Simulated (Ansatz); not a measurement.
(F)3Sn-S-SiH3 (SiSnH3SF3). Charge 0, multiplicity 1. Geometry PBE-D4/def2-SVP; atoms count from 1.

```xyz
9

Sn   -1.423   -0.591    0.682
F    -0.141    0.239    1.895
F    -3.124    0.297    0.959
F    -1.710   -2.396    1.330
S    -0.475   -0.395   -1.505
Si    1.411    0.563   -0.891
H     1.165    1.908   -0.283
H     2.193   -0.324    0.028
H     2.104    0.698   -2.215
```

In the def2 sets Sn takes a core potential; there is no spin–orbit coupling.

(1) Estimate the Mulliken populations from the PBE0/def2-TZVP orbitals of Ansatz.

(2) And the Mayer bond orders between heavy atoms (over 0.3)?

Answers

(1) 
```json
{"atom": "Sn1", "charge (e)": "1.46"}
{"atom": "F2", "charge (e)": "-0.46"}
{"atom": "F3", "charge (e)": "-0.45"}
{"atom": "F4", "charge (e)": "-0.45"}
{"atom": "S5", "charge (e)": "-0.33"}
{"atom": "Si6", "charge (e)": "0.16"}
{"atom": "H7", "charge (e)": "0.02"}
{"atom": "H8", "charge (e)": "0.03"}
{"atom": "H9", "charge (e)": "0.01"}
```
Mulliken values depend strongly on the basis.

(2) Sn1–F2 0.80 (1.95 Å); Sn1–F3 0.84 (1.94 Å); Sn1–F4 0.84 (1.94 Å); Sn1–S5 1.05 (2.39 Å); S5–Si6 1.03 (2.20 Å).
